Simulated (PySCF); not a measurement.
A structure optimised at PBE-D3(BJ)/def2-SVP, used in a PySCF frequency run:

```
Sn
H 1 1.7278
I 1 2.7101 2 109.65
I 1 2.7101 2 109.65 3 120.00
I 1 2.7101 2 109.65 4 120.00
```

**Question.** Write its SMILES, formula and point group.

**Answer.** [I][SnH]([I])[I], HI3Sn, C3v

**Question.** What are its rotational constants (standard atomic weights)?

**Answer.** 0.38254, 0.38254, 0.20377 GHz
